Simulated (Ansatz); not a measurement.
Q: Name a neutral molecule of C, Ga, O, P and H with size of the dipole moment (ωB97M-V/def2-TZVPP) between 2.60 and 2.90 D and HOMO energy (PBE0/def2-TZVPP) between -7.55 and -7.25 eV (Ansatz, PBE0-D4/def2-TZVP geometry).

A: `[CH3][Ga-]([CH3])([OH])[PH3+]` (2.84 D, -7.25 eV). Other molecules can fit too; these were computed, each in one conformer that needn't be the lowest.
